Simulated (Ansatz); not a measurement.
Wavefunction ladder for `C[O][W](=[O])([OH])([O]C)[O]C`

```csv
atom,x (Å),y (Å),z (Å)
C1,-2.356,1.054,-2.091
O2,-1.789,0.951,-0.823
W3,-0.219,0.481,0.071
O4,0.091,1.842,1.037
O5,0.552,0.724,-1.688
O6,1.405,-0.463,0.439
C7,2.720,0.001,0.487
O8,-1.061,-0.877,1.051
C9,-0.697,-1.747,2.086
H10,-2.905,1.995,-2.170
H11,-3.048,0.223,-2.260
H12,-1.564,1.025,-2.847
H13,1.421,0.353,-1.853
H14,2.801,0.882,1.133
H15,3.369,-0.792,0.869
H16,3.088,0.278,-0.512
H17,-1.275,-2.669,1.998
H18,-0.904,-1.285,3.056
H19,0.372,-1.977,2.018
```

Total charge 0; spin multiplicity 1. Correlated methods include outer-core shells of W, which these sets cover unevenly. W: def2 effective core potential. Geometry: relaxed with PBE0-D4/def2-TZVP. It is one conformer, not always the lowest. Frozen core, restricted reference, Ansatz.

```
     basis     HF (Eh)  MP2 corr.
  def2-SVP  -559.84887   -1.75913
def2-TZVPP  -560.48716   -2.24231
def2-QZVPP  -560.51143   -2.42897
```

**Question.** Estimate the CCSD correlation energy and the (T) correction in each basis where they were run (hartree).

**Answer.** 
```json
{"basis": "def2-SVP", "CCSD corr.": "-1.76057", "(T)": "-0.06808"}
{"basis": "def2-TZVPP", "CCSD corr.": "-2.22030", "(T)": "-0.10779"}
```
